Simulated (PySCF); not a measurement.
## How methods differ on the ionisation energy of Mo²⁹⁺

Mo²⁹⁺ [Ne] 3s2 3p1 (2P) → Mo³⁰⁺ [Ne] 3s2 (1S), as a difference of total energies. Computed with PySCF 2.14 in an uncontracted even-tempered set (16 s from 3.6 bohr⁻², ratio 2.5; 10 p from 4.7 bohr⁻², ratio 2.5; 5 d from 20 bohr⁻², ratio 2.7; 4 f from 30 bohr⁻², ratio 2.7), with the non-relativistic Hamiltonian (point nucleus). Correlated levels: outer shells: 1s2 frozen; virtual orbitals above 40 to 60 times the deepest correlated orbital energy dropped. The calculations carry no spin-orbit coupling.

```tsv
method	ionisation energy (eV)
UHF	1568.5
LDA	1570.3
PBE	1570.8
PBE0	1570.5
r2SCAN	1570.4
TPSS	1570.8
PBEsol	1570.2
MP2 (outer shells)	1568.9
SCS-MP2 (outer shells)	1568.8
```

A first-order spin-orbit estimate (lowest level to lowest level, LS coupling) adds 14.402 eV.

All relativistic terms are absent from these numbers, so their closeness to the reference says little about the methods.

For comparison: 1587 ± 8 eV (semi-empirical (NIST evaluation); NIST Atomic Spectra Database, ionization energies).
